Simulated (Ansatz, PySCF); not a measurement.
Donor–acceptor adduct: BH3 (SMILES B) (first 4 atoms) with H2O (SMILES O); geometry from B3LYP-D3(BJ)/def2-TZVP, rigid monomers moved along the line of their centres of mass till B1···O5 is 1.56 Å.
(charge 0, multiplicity 1):
```xyz
7

B      0.2106     0.2493     0.7896
H      0.6172    -0.7672     0.2870
H     -0.8529     0.6372     0.3940
H      1.0372     1.0909     1.0056
O     -0.1515    -0.1934     2.2373
H     -0.8063    -0.9026     2.1931
H      0.6379    -0.5560     2.6604
```

Counterpoise-corrected where a basis set is named; no monomer relaxation.

Correlated levels freeze the cores. CBS(a, b) extrapolates the correlation energy as X⁻³ and adds the Hartree–Fock energy of set b.

Run with Ansatz (an electronic-structure program); PySCF for the dispersion terms. Values without a source in brackets are computed.

The comparison value is -19.41 kcal/mol (CCSD(T)/CBS(aug-cc-pVDZ, aug-cc-pVTZ)). It is a level with limits of its own, not the exact answer.

### Question
Order these levels by how close they come to the comparison value for the interaction energy, closest first: PBE-D4/def2-TZVPPD, CCSD(T)/aug-cc-pVTZ, PBE0-D4/def2-TZVPPD, wB97M-V/def2-TZVPPD, r2SCAN-D3(BJ)/def2-TZVPPD. Give each level's value less the comparison value.

### Answer
CCSD(T)/aug-cc-pVTZ (1.05 kcal/mol), wB97M-V/def2-TZVPPD (-1.21 kcal/mol), PBE-D4/def2-TZVPPD (-2.74 kcal/mol), r2SCAN-D3(BJ)/def2-TZVPPD (-3.06 kcal/mol), PBE0-D4/def2-TZVPPD (-3.32 kcal/mol)
